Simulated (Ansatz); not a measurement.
Species: CHClF, charge 0, doublet. CHClF (SMILES F[CH]Cl, doublet).
B3LYP-D3(BJ)/def2-TZVP minimum from Ansatz (a first-principles code):
```xyz
4

F     -1.3835     0.7254    -0.0085
C     -0.6664    -0.3993    -0.0269
Cl     1.0283    -0.1756     0.0564
H     -1.0305    -1.1481    -0.7207
```
Charge 0, spin multiplicity 2.

Atomisation energy term by term, kcal/mol (programs: Ansatz). Radicals and triplets start from unrestricted determinants; spin-orbit coupling is neglected. Correlated methods leave the cores frozen. Rows without X2C or -DK are non-relativistic. CBS(X,Y): correlation extrapolated as X^-3, Hartree-Fock from the larger set (Q,5: extrapolated as (X+1)exp(-9√X)). A bracket is a step between two methods taken in the basis named. '+ core + X2C': CCSD(T) terms for core correlation (cc-pwCVTZ, 1s frozen past Ne) and scalar relativity (cc-pVTZ-DK). Where a partner has so few electrons that a lower coupled-cluster level is exact, that level stands in.

```csv
term,basis,kcal/mol
Hartree-Fock,"CBS(cc-pV(Q+d)Z,cc-pV(5+d)Z)",201.93
CCSD correlation,"CBS(cc-pV(Q+d)Z,cc-pV(5+d)Z)",85.87
(T),"CBS(cc-pV(Q+d)Z,cc-pV(5+d)Z)",8.04
CCSDT(Q) - CCSD(T),cc-pV(D+d)Z,0.55
core correlation,cc-pwCVTZ,1.20
scalar relativity,"X2C, cc-pVTZ-DK",-0.52
sum: De,,297.1
```
